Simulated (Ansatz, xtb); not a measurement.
**Relative energy of two structures of GeH3SSi2+**

Structure a is a singlet given by its coordinates and structure b is a singlet given by its coordinates. Both are isolated ions in the gas phase, relaxed with B3LYP-D3(BJ)/def2-SVP.

a (Å):

| atom | x (Å) | y (Å) | z (Å) |
| --- | --- | --- | --- |
| Ge | -3.2949 | -0.6004 | -1.7828 |
| S | -2.5173 | 1.4810 | -1.0197 |
| Si | -1.3810 | -0.5700 | -0.2211 |
| Si | -0.2829 | 1.2349 | -1.1125 |
| H | -1.5495 | -0.6354 | 1.2597 |
| H | 0.1707 | 1.1261 | -2.5145 |
| H | 0.3629 | 2.2701 | -0.2762 |

Close contacts (Å): Ge1–S2 2.35, Ge1–Si3 2.47, S2–Si4 2.25, Si3–Si4 2.29, Si3–H5 1.49, Si4–H6 1.48, Si4–H7 1.48.

b (Å):

| atom | x (Å) | y (Å) | z (Å) |
| --- | --- | --- | --- |
| Ge | 0.1103 | 1.6538 | -0.0709 |
| S | -2.0529 | 1.2503 | -0.7254 |
| Si | 0.2864 | -0.3330 | 1.4157 |
| Si | -1.2922 | 3.0142 | -1.6464 |
| H | 0.0423 | -1.4653 | 0.4896 |
| H | 1.6588 | -0.2748 | 1.9685 |
| H | -0.7892 | -0.1017 | 2.4103 |

Close contacts (Å): Ge1–S2 2.30, Ge1–Si3 2.49, Ge1–Si4 2.51, S2–Si4 2.13, Si3–H5 1.48, Si3–H6 1.48, Si3–H7 1.48.

Quicker runs give these differences E(b) − E(a): GFN2-xTB +1.4 kcal/mol; HF/STO-3G −15.3 kcal/mol (at GFN2-xTB geometries); r2SCAN-D4/def2-SVP −2.9 kcal/mol (at GFN2-xTB geometries).

Q: Which of the two would you expect CCSD(T)/def2-SVP + ΔMP2/def2-TZVPP electronic energies to favour?

A: Structure a; the calculation gives E(b) − E(a) = +6.0 kcal/mol.

How the difference moves with the method:

```json
{"level": "GFN2-xTB", "geometry": "GFN2-xTB", "E(b) − E(a) (kcal/mol)": "+1.4", "departure from the last row (kcal/mol)": "−4.6", "job, with rough time for the two": "optimisation, 0.29 s"}
{"level": "HF/STO-3G", "geometry": "GFN2-xTB", "E(b) − E(a) (kcal/mol)": "−15.3", "departure from the last row (kcal/mol)": "−21.4", "job, with rough time for the two": "single point, 0.52 s"}
{"level": "r2SCAN-D4/def2-SVP", "geometry": "GFN2-xTB", "E(b) − E(a) (kcal/mol)": "−2.9", "departure from the last row (kcal/mol)": "−8.9", "job, with rough time for the two": "single point, 2.3 s"}
{"level": "B3LYP-D3(BJ)/def2-SVP", "geometry": "B3LYP-D3(BJ)/def2-SVP", "E(b) − E(a) (kcal/mol)": "+7.1", "departure from the last row (kcal/mol)": "+1.0", "job, with rough time for the two": "optimisation, 46 s"}
{"level": "HF/def2-SVP", "geometry": "B3LYP-D3(BJ)/def2-SVP", "E(b) − E(a) (kcal/mol)": "+6.0", "departure from the last row (kcal/mol)": "0.0", "job, with rough time for the two": "part of the CCSD(T) run"}
{"level": "MP2/def2-SVP", "geometry": "B3LYP-D3(BJ)/def2-SVP", "E(b) − E(a) (kcal/mol)": "+5.3", "departure from the last row (kcal/mol)": "−0.7", "job, with rough time for the two": "part of the CCSD(T) run"}
{"level": "CCSD(T)/def2-SVP", "geometry": "B3LYP-D3(BJ)/def2-SVP", "E(b) − E(a) (kcal/mol)": "+4.1", "departure from the last row (kcal/mol)": "−1.9", "job, with rough time for the two": "single point"}
{"level": "CCSD(T)/def2-SVP + ΔMP2/def2-TZVPP", "geometry": "B3LYP-D3(BJ)/def2-SVP", "E(b) − E(a) (kcal/mol)": "+6.0", "departure from the last row (kcal/mol)": "", "job, with rough time for the two": "single point, 23 s"}
```

HF/STO-3G, r2SCAN-D4/def2-SVP put the two in the other order. The largest departure from CCSD(T)/def2-SVP + ΔMP2/def2-TZVPP is that of HF/STO-3G, 21.4 kcal/mol. The last row adds to CCSD(T) the change of the MP2 difference between the two basis sets, here +1.9 kcal/mol.

With harmonic frequencies from B3LYP-D3(BJ)/def2-SVP (ideal gas, rigid rotor, one conformer each, 298.15 K, 1 atm): on the last row, ΔE + ΔZPE = +5.6, ΔH = +6.2, ΔG = +4.2 kcal/mol.

The correlated steps freeze 24 core orbitals; the filled d shell of Ge is correlated, in a basis made for valence electrons. Mirror images aren't counted in ΔG. Codes used: Ansatz 0.2.0, xtb 6.7.1; the last row on 2 threads of Intel(R) Xeon(R) 6975P-C (Granite Rapids) on a shared host.
